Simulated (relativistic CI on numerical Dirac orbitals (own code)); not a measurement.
# Au³⁺: 4f photoemission

Computed with this model: Dirac-Coulomb-Breit CI, separate exchange-only KLI orbitals for each configuration, QED by a radiative potential, valence Slater integrals scaled by 0.8, multiplet model of photoemission in the sudden approximation; configurations [Xe] 4f14 5d8 → [Xe] 4f13 5d8; 300 K; Lorentzian 0.25 eV and Gaussian 0.5 eV FWHM. Energies are those of the free ion, without screening or charge transfer. The energies are binding energies and can lie tens of eV above those of solids. S is read from ⟨S²⟩ = S(S + 1).

Field parameters in Wybourne normalisation: D4h B²₀ = −7Ds, B⁴₀ = 21(Dq − Dt), B⁴₄ = 21√(5/14) Dq; Oh B⁴₀ = 21Dq, B⁴₄ = √(5/14) B⁴₀; Td as Oh with Dq negative (B⁴₀ = 21Dq, B⁴₄ = √(5/14) B⁴₀). The field is a parameter set, without covalency.

free ion: ground-state S = 0.97, centroid 129.74 eV. Peaks (eV, height): 127.8 (100), 131.9 (57).

Td, 10Dq = -9350 cm⁻¹: ground-state S = 0.98, centroid 129.75 eV. Peaks (eV, height): 127.9 (100), 131.8 (56).

D4h, 10Dq = 33300, Ds = 690, Dt = 320 cm⁻¹: ground-state S = 0.99, centroid 129.85 eV. Peaks (eV, height): 128.1 (100), 131.8 (72).

Oh, 10Dq = 40650 cm⁻¹: ground-state S = 0.99, centroid 129.87 eV. Peaks (eV, height): 128.1 (100), 131.9 (81).

Oh, 10Dq = 12000 cm⁻¹: ground-state S = 0.98, centroid 129.79 eV. Peaks (eV, height): 128.0 (100), 131.8 (60).

Strongest unbroadened transitions for D4h, 10Dq = 33300, Ds = 690, Dt = 320 cm⁻¹:

```csv
Energy (eV),Relative strength
127.91,55.3
127.94,100.0
128.01,83.4
128.02,26.4
128.05,34.7
128.18,48.9
128.23,65.2
128.24,42.2
128.31,52.3
128.53,30.3
128.54,74.3
131.73,39.9
131.74,33.3
131.75,27.0
131.79,28.4
131.99,24.7
132.07,33.7
132.08,25.6
```
